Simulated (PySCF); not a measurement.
Computed, not measured: delta-SCF UKS SCAN, pcX-2 on the ionised atom, pcseg-1 elsewhere, spin-free X2C (PySCF). Geometries: PBE0-D3(BJ)/def2-SVP; isolated species, one conformer each. Values against the vacuum level. The 2p values aren't plain energy differences: one relaxed spin-free 2p hole is combined with a matrix within the shell (ground-state 2p orbital-energy differences and spin–orbit coupling). 2p3/2, the mean of its two sublevels, lies a third of the splitting below the shell's mean and 2p1/2 two thirds above it; the statistical areas are 2:1.

**Question.** Rank by computed C 1s binding energy, lowest first.
A. C8 in `[CH3:1][C:2]#[C:3][Si@@H:4]1[O:5][SiH2:6][CH2:7][C@@H:8]1[CH3:9]`
B. C5 in `[CH:1]#[C:2][Si@:3]1([O:4][CH3:5])[CH2:6][CH2:7][CH2:8][SiH2:9]1`
C. C1 in `[CH3:1][C:2]#[C:3][Si@@H:4]1[O:5][SiH2:6][CH2:7][C@H:8]1[CH3:9]`
D. C1 in `[CH3:1][CH2:2][Si:3]1([OH:4])[CH:5]=[CH:6][SiH2:7][CH:8]=[CH:9]1`

**Answer.** A (290.01 eV), D (290.42 eV), C (291.71 eV), B (292.16 eV).

The highest is bonded to O and 3 H, the lowest to 2 C, H and Si; the range is 2.15 eV.

**Question.** Order these sites by rising Si 1s binding energy.
A. Si7 in `[CH3:1][CH2:2][Si:3]1([OH:4])[CH:5]=[CH:6][SiH2:7][CH:8]=[CH:9]1`
B. Si3 in `[CH:1]#[C:2][Si@:3]1([O:4][CH3:5])[CH2:6][CH2:7][CH2:8][SiH2:9]1`
C. Si6 in `[CH3:1][C:2]#[C:3][Si@@H:4]1[O:5][SiH2:6][CH2:7][C@H:8]1[CH3:9]`

**Answer.** A (1846.12 eV), B (1846.53 eV), C (1846.81 eV).

The highest is bonded to O, C and 2 H, the lowest to 2 C and 2 H; the range is 0.69 eV.

**Question.** Order these sites by rising Si 2p3/2 binding energy.
A. Si3 in `[CH3:1][CH2:2][Si:3]1([OH:4])[CH:5]=[CH:6][SiH2:7][CH:8]=[CH:9]1`
B. Si9 in `[CH:1]#[C:2][Si@:3]1([O:4][CH3:5])[CH2:6][CH2:7][CH2:8][SiH2:9]1`
C. Si4 in `[CH3:1][C:2]#[C:3][Si@@H:4]1[O:5][SiH2:6][CH2:7][C@H:8]1[CH3:9]`

**Answer.** B (105.87 eV), A (106.42 eV), C (106.83 eV).

From the lowest up, the atoms are bonded to: C, 2 H and Si (105.87); O and 3 C (106.42); O, 2 C and H (106.83).
